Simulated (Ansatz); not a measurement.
An input meant for Ge(OH)2Cl2 (GeCl2O2H2) (charge 0, triplet).

```yaml
crystal:
  periodic: [false, false, false]
  atoms:
    - {symbol: Ge, position_ang: [-0.098758, 0.002062, -0.069158]}
    - {symbol: O, position_ang: [-0.027998, 0.058655, 1.671824]}
    - {symbol: H, position_ang: [-0.835407, -0.262501, 2.090305]}
    - {symbol: O, position_ang: [1.559470, -0.089726, -0.599333]}
    - {symbol: H, position_ang: [1.685571, 0.244968, -1.495018]}
    - {symbol: Cl, position_ang: [-1.034501, 1.738948, -0.902164]}
    - {symbol: Cl, position_ang: [-1.248377, -1.692395, -0.696456]}
basis:
  gaussian: {orbitals: "6-31G*", final_grid: {core_spheres: 1, valence_spheres: 1, degree: 3}}
magnetization: {spin_polarized: true, initial_magnetization: 2}
hamiltonian: {xc: {name: PBE}}
output: {forces: true}
```

```sh
$ ansatz run in.yaml --threads 4 --pin off --events-out ev --progress --plain --max-ram 3916MiB
```

It prints (some lines left out):

```
Functional definition: PBE
1175 factors; their error is unknown
mean field evaluation 1: about -85643.9685 eV, gradient 5.9e1 eV
mean field evaluation 2: about -85504.2863 eV, gradient 1.7e2 eV
mean field evaluation 4: about -85649.1696 eV, gradient 3.4e1 eV
mean field evaluation 8: about -85653.6836 eV, gradient 2.1e1 eV
mean field evaluation 16: about -85716.0297 eV, gradient 1.6e1 eV
mean field evaluation 32: about -85738.3547 eV, gradient 2.6e-5 eV
mean field evaluation 64: about -85705.8325 eV, gradient 3.0e1 eV
mean field evaluation 96: about -85701.8489 eV, gradient 1.2e2 eV
mean field evaluation 128: about -85738.1442 eV, gradient 1.5e0 eV
mean field evaluation 160: about -85739.0865 eV, gradient 3.6e0 eV
mean field evaluation 192: about -85739.9966 eV, gradient 2.9e0 eV
mean field evaluation 224: about -85706.9821 eV, gradient 9.6e1 eV
mean field evaluation 256: about -85721.9969 eV, gradient 2.9e1 eV
mean field -85740.38378026 eV, -3150.9009870052 hartree, gradient 5.1e-6 eV, S^2 5.096000; 15 other end points of the search recorded, 0 dependent functions left out
reference -85740.38384967 eV, -3150.9009895560 hartree; 43, 41 occupied and 64, 66 virtual orbitals, 1175 factors
Total energy: -85740.38384967 eV, -3150.9009895560 hartree
Atom 0 at    -0.098758     0.002062    -0.069158 Å, force   -30.839858     1.453763   -21.763313 eV/Å
Atom 1 at    -0.027998     0.058655     1.671824 Å, force    -5.512157    -2.073200     5.327152 eV/Å
Atom 2 at    -0.835407    -0.262501     2.090305 Å, force     3.250107     3.075188     1.697249 eV/Å
Atom 3 at     1.559470    -0.089726    -0.599333 Å, force     3.025554     2.034203    -6.904786 eV/Å
Atom 4 at     1.685571     0.244968    -1.495018 Å, force     2.677216    -3.167727     2.369729 eV/Å
Atom 5 at    -1.034501     1.738948    -0.902164 Å, force    12.054907   -12.578650    12.089618 eV/Å
Atom 6 at    -1.248377    -1.692395    -0.696456 Å, force    15.344229    11.256422     7.184351 eV/Å
Dipole moment:     0.300182    -0.033868     0.216194 e Å
```

(1) Something in this input is off. What?

Results:

(1) The integration grid is far too coarse. The calculation finished and met its thresholds. The result belongs to that input, not to the species as meant. The charge 0 triplet is spin-contaminated (final ⟨S²⟩ up to 5.10, 2.00 for a pure state).
